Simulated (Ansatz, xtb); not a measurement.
**Relaxing a trial structure of GeH6SiSn**

The starting geometry of this gas-phase singlet has its atoms placed at random.

```xyz
9

Ge   -0.0277    2.1215    0.1399
Si    0.0790    1.0412   -1.8784
Sn   -0.2500   -0.9120    0.6515
H    -1.3433   -0.1732   -2.0238
H    -1.3828   -0.9155    1.8215
H    -1.3736    1.2454   -1.5064
H    -0.6284   -1.8006   -1.3892
H    -0.7513    2.1264   -0.9348
H    -1.8075   -1.4916   -0.4468
```

Guess where an optimisation with r2SCAN-D4/def2-SVP ends from this start.

It falls apart into GeH4SiSn + H2. Distances that change by over a tenth: Ge1–H8 (1.30 → 1.55 Å), Sn3–H5 (1.63 → 2.09 Å). Contacts that open: Si2–H8 (1.66 → 3.61 Å), Sn3–H9 (1.99 → 3.89 Å). Contacts that close: Ge1–Sn3 (3.08 → 2.62 Å), Ge1–H5 (3.73 → 1.69 Å), Si2–Sn3 (3.21 → 2.72 Å), Si2–H4 (1.88 → 1.49 Å), H7–H9 (1.54 → 0.76 Å).

The energy falls by 9.54 eV over 38 steps:

| step | E − E(last) (eV) |
| --- | --- |
| 1 | 9.538 |
| 5 | 2.362 |
| 9 | 0.690 |
| 13 | 0.398 |
| 17 | 0.346 |
| 22 | 0.073 |
| 26 | 0.026 |
| 30 | 0.002 |
| 34 | 0.000 |
| 38 | 0.000 |

Final geometry (Å):

```yaml
atoms:
  - { symbol: Ge, position_ang: [-0.0168, 1.6544, 0.2558] }
  - { symbol: Si, position_ang: [-0.3104, 0.4883, -1.7385] }
  - { symbol: Sn, position_ang: [0.5780, -0.8929, 0.4262] }
  - { symbol: H, position_ang: [0.7507, 0.8606, -2.7201] }
  - { symbol: H, position_ang: [-0.8693, 0.4619, 1.0929] }
  - { symbol: H, position_ang: [-1.6089, 0.2215, -2.4367] }
  - { symbol: H, position_ang: [-2.5235, -1.9990, -0.9213] }
  - { symbol: H, position_ang: [-0.6192, 2.9182, 0.9106] }
  - { symbol: H, position_ang: [-2.8663, -2.4712, -0.4354] }
```

From the same start GFN2-xTB ends elsewhere, in pieces: GeH4SiSn + H2.

From so rough a start the end depends on the optimiser's path, so another program may land elsewhere. No frequencies were run, so the end isn't proven a minimum. Atoms past krypton carry core potentials, without spin–orbit terms. Run with Ansatz 0.2.0, 2.2 min on 2 threads of AMD EPYC 7R43 64-Core Processor (Zen 3) (shared host).
